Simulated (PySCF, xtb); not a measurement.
1-fluoro-3-methylidenecyclobutane (C₅H₇F), SMILES C=C1CC(F)C1.

Harmonic wavenumbers (cm⁻¹) from xtb 6.7.1 with GFN2-xTB at its own minimum, in rising order: 72, 290, 357, 415, 426, 631, 643, 847, 853, 893, 934, 961, 1004, 1034, 1063, 1090, 1149, 1180, 1216, 1226, 1237, 1310, 1405, 1429, 1440, 1783, 2947, 2999, 3002, 3011, 3012, 3103, 3128.

What does B3LYP-D3(BJ)/def2-SVP run with PySCF give at its own minimum? (Estimate from the structure and the level; the computed values follow.)

96, 293, 363, 433, 465, 617, 649, 790, 833, 904, 912, 961, 998, 1048, 1056, 1125, 1196, 1205, 1212, 1244, 1292, 1390, 1420, 1421, 1454, 1775, 3040, 3046, 3069, 3114, 3115, 3133, 3227. Paired by order, the mean absolute difference is 33 cm⁻¹ and the zero-point energies are 65.9 and 67.0 kcal/mol.
